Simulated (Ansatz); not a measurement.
Input file for C2H6Ga3N (`C=[C]1[GaH][NH][Ga]1[GaH2]`):

```yaml
crystal:
  periodic: [false, false, false]
  atoms:
    - {symbol: C, position_ang: [1.346348, -1.849805, 0.801209]}
    - {symbol: C, position_ang: [0.982457, -0.600375, 0.529267]}
    - {symbol: Ga, position_ang: [1.768081, 1.194259, 0.784079]}
    - {symbol: N, position_ang: [0.254742, 1.908903, -0.015400]}
    - {symbol: Ga, position_ang: [-0.594281, 0.277110, -0.313576]}
    - {symbol: Ga, position_ang: [-2.770128, -0.188363, -1.352992]}
    - {symbol: H, position_ang: [0.723313, -2.711202, 0.557581]}
    - {symbol: H, position_ang: [2.291377, -2.097573, 1.285741]}
    - {symbol: H, position_ang: [3.018652, 1.937745, 1.346121]}
    - {symbol: H, position_ang: [-0.018981, 2.856238, -0.220562]}
    - {symbol: H, position_ang: [-2.908191, -0.452492, -2.901066]}
    - {symbol: H, position_ang: [-4.093399, -0.274455, -0.500401]}
basis:
  gaussian: {orbitals: def2-SVP}
correlation: {method: ccsd_t}
```

```sh
$ ansatz run in.yaml --threads 2 --pin off --events-out ev --progress --plain --max-ram 22528MiB --backend cuda --devices 0, --max-vram 18GiB
```

The program prints (abridged):

```
Functional definition: HF
1708 factors; integrals over basis functions are off by at most 1.4e-3 eV
mean field evaluation 1: about -160610.6650 eV, gradient 4.7e1 eV
mean field evaluation 2: about -160610.6703 eV, gradient 4.7e1 eV
mean field evaluation 4: about -160616.5755 eV, gradient 5.3e0 eV
mean field evaluation 8: about -160616.6806 eV, gradient 2.8e-1 eV
mean field evaluation 16: about -160616.6638 eV, gradient 1.9e0 eV
mean field -160616.68111438 eV, -5902.5541610568 hartree, gradient 1.7e-6 eV, S^2 0.000000; 0 other end points of the search recorded, 0 dependent functions left out; unrestricted orbitals would lower it
30 core orbitals not correlated: weight in the atoms' cores, before any rotation towards them, 1.000 or more for the frozen orbitals, at most 0.000 for the correlated occupied ones
reference -160616.68111438 eV, -5902.5541610568 hartree; 29, 29 occupied and 109, 109 virtual orbitals, 1708 factors
second order -29.03823414 eV of doubles, -0.00000000 eV of singles
cycle   1  -27.91684496 eV  change     1.1e0 eV  update   1.7e-1
cycle   2  -29.07356804 eV  change    -1.2e0 eV  update   5.5e-2
cycle   3  -29.29919433 eV  change   -2.3e-1 eV  update   3.0e-2
cycle   4  -29.27577457 eV  change    2.3e-2 eV  update   8.7e-3
cycle   5  -29.27596976 eV  change   -2.0e-4 eV  update   5.2e-3
cycle   6  -29.27879753 eV  change   -2.8e-3 eV  update   1.8e-3
cycle   7  -29.27817662 eV  change    6.2e-4 eV  update   8.2e-4
cycle   8  -29.27809713 eV  change    7.9e-5 eV  update   2.9e-4
cycle   9  -29.27808282 eV  change    1.4e-5 eV  update   1.3e-4
cycle  10  -29.27805519 eV  change    2.8e-5 eV  update   5.7e-5
perturbative correction -1.17796399 eV, -0.0432893781 hartree
Total energy: -160647.13713356 eV, -5903.6733991177 hartree
```

It took 3.4 s on 2 threads of an AMD EPYC 7R13 on a shared host and a share of an NVIDIA H100 80 GB, with 0.84 GiB of host memory at the peak.

The correlation energy is -30.456 eV, 3.9 % of it from (T); the T1 diagnostic reads 0.0158.
